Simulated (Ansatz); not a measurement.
Born–Oppenheimer molecular dynamics of CH₅AlCl₂O (10 atoms, charge 0, multiplicity 1). It starts at the highest image of a converged band. Of that band: A vibrational analysis at the climbing image gives 2 clearly imaginary modes (1177i, 54i cm⁻¹): a point of higher order, so a lower path passes nearby.

Theory: RKS PBE0-D4/def2-SVP in Ansatz.

```
ensemble                      : NVE (velocity Verlet)
time step                     : 0.5 fs
steps asked                   : 200
starting velocities drawn for : 100 K
seed                          : 9574
```

First frame:

```xyz
10
Properties=species:S:1:pos:R:3
Al -1.453 0.220 -0.326
H -1.586 -1.085 0.838
Cl -2.087 -0.353 -2.244
Cl -2.129 2.057 0.434
H -0.549 -0.946 0.752
O 0.232 -0.226 0.118
C 1.615 0.028 0.108
H 1.804 1.039 -0.282
H 2.016 -0.031 1.131
H 2.136 -0.705 -0.527
```

Problem. How far do the bonds stretch over the last three quarters of this one trajectory? (Pairs bonded in most of those frames.)

Solution. 
| bond | mean (Å) | spread (Å) | shortest | longest |
| --- | --- | --- | --- | --- |
| Al1–H2 | 1.579 | 0.029 | 1.53 | 1.63 |
| Al1–Cl3 | 2.120 | 0.037 | 2.06 | 2.17 |
| Al1–Cl4 | 2.119 | 0.035 | 2.06 | 2.17 |
| H5–O6 | 0.968 | 0.022 | 0.93 | 1.00 |
| O6–C7 | 1.439 | 0.038 | 1.37 | 1.50 |
| C7–H8 | 1.098 | 0.008 | 1.08 | 1.11 |
| C7–H9 | 1.102 | 0.013 | 1.08 | 1.12 |
| C7–H10 | 1.103 | 0.014 | 1.08 | 1.13 |

Mean temperature of the second half: 390 K. The conserved energy stayed within 0.074 meV per atom of its start (net change -0.02 meV per atom), so the integration is sound. The kinetic energy rose, since the run started high on the potential surface and went downhill. A run of 0.1 ps of so small a system gives no equilibrium averages. The orbitals stay closed-shell, which can raise the energy where a bond breaks towards radicals; this wasn't checked here.

Run time: 7.9 min on 2 threads of AMD EPYC 7B13 (Zen 3), on a shared host, peak memory 0.26 GiB.
